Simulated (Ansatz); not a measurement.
Geometry optimisation, RKS PBE-D4/def2-SVP (Ansatz 0.2.0).

Input:

```yaml
crystal:
  periodic: [false, false, false]
  atoms:
    - { symbol: C, position_ang: [0.5518, 1.2996, -1.1016] }
    - { symbol: C, position_ang: [0.1234, 0.3472, -0.297] }
    - { symbol: O, position_ang: [-0.5904, 0.4164, 0.7918] }
    - { symbol: Si, position_ang: [-0.3884, -1.1978, 0.9809] }
    - { symbol: O, position_ang: [0.3563, -0.9315, -0.4218] }
    - { symbol: H, position_ang: [0.2333, 2.3838, -0.8857] }
    - { symbol: H, position_ang: [1.1051, 1.1297, -2.0011] }
    - { symbol: H, position_ang: [-1.7207, -1.8841, 0.7669] }
    - { symbol: H, position_ang: [0.4181, -1.6097, 2.1503] }
basis:
  gaussian: { orbitals: def2-SVP }
hamiltonian:
  xc: pbe
  dispersion: d4
relax:
  f_tol: 0.015
  max_steps: 40
output:
  orbitals: {}
```

Run as:

```bash
$ ansatz run input.yaml --threads 2 --pin off --max-ram 3072MiB --backend cpu --events-out ev --progress --plain --runs-dir out
```

Where does it end, and by what steps?

The forces met the threshold. After 5 steps the energy has fallen by 0.833 eV; H8 moved furthest, 0.13 Å.

```csv
step,energy less start (eV),largest force component (eV/Å),accepted
0,0.0000,4.198,yes
1,-0.6430,1.878,yes
2,-0.8256,0.444,yes
3,-0.8332,0.048,yes
4,-0.8334,0.020,yes
5,-0.8335,0.002,yes
```

```xyz
9
Properties=species:S:1:pos:R:3
C 0.535 1.378 -1.146
C 0.159 0.388 -0.327
O -0.591 0.491 0.844
Si -0.450 -1.216 0.999
O 0.432 -0.973 -0.457
H 0.245 2.410 -0.916
H 1.128 1.147 -2.038
H -1.727 -1.982 0.856
H 0.357 -1.690 2.167
```

Whether the end is a true minimum wasn't checked by a vibrational analysis.

Run time: 11 s on 2 threads of Arm Neoverse V1, with other jobs on the host, peak memory 0.13 GiB.
